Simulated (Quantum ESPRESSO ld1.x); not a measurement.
Task: Au40+, 39 electrons, occupied as [Kr] 4d3. All-electron calculation, scalar-relativistic Kohn-Sham, LDA (Slater exchange, VWN5 correlation), spin-polarised, spherical densities, point nucleus; open shells are filled with parallel spins first. Program: ld1.x of Quantum ESPRESSO 7.5. Some entries of the table are withheld. Estimate them.

| orbital | occ. | eigenvalue (hartree) | <1/r> (bohr^-1) | <r> (bohr) |
|---|---|---|---|---|
| 1s up | 1 | -3033.2762 | 95.75 | 0.01687 |
| 1s down | 1 | -3033.2702 | 95.75 | 0.01687 |
| 2s up | 1 | -590.3832 | 22.45 | 0.07113 |
| 2s down | 1 | -590.2514 | 22.46 | 0.07112 |
| 2p up | 3 | -519.5911 | 19.97 | 0.06424 |
| 2p down | 3 | -519.4790 | 19.97 | 0.06423 |
| 3s up | 1 | -188.6256 | 8.408 | 0.1823 |
| 3s down | 1 | -188.5336 | 8.411 | 0.1822 |
| 3p up | 3 | -168.0343 | 7.684 | 0.1829 |
| 3p down | 3 | -167.9365 | 7.686 | 0.1828 |
| 3d up | 5 | -146.5199 | 7.232 | 0.1651 |
| 3d down | 5 | -146.3980 | 7.232 | 0.1651 |
| 4s up | 1 | -84.6150 | 3.996 | 0.3712 |
| 4s down | 1 | -84.2925 | 3.994 | 0.3713 |
| 4p up | 3 | -77.0566 | 3.704 | 0.3840 |
| 4p down | 3 | -76.7389 | 3.701 | 0.3842 |
| 4d up | 3 | -68.6282 | 3.467 | 0.3827 |
| 4d down | 0 | -68.3102 | 3.465 | 0.3829 |
| 4f up | 0 | -60.3603 | 3.224 | 0.3560 |
| 4f down | 0 | -60.0810 | 3.228 | 0.3558 |
| 5s up | 0 | -47.6303 | (1) | 0.6406 |
| 5s down | 0 | -47.4738 | (2) | 0.6420 |
| 5p up | 0 | -44.2176 | (3) | 0.6660 |
| 5p down | 0 | -44.0734 | (4) | 0.6676 |

Result: 
(1) 5s up <1/r> (bohr^-1): 2.289
(2) 5s down <1/r> (bohr^-1): 2.283
(3) 5p up <1/r> (bohr^-1): 2.153
(4) 5p down <1/r> (bohr^-1): 2.146
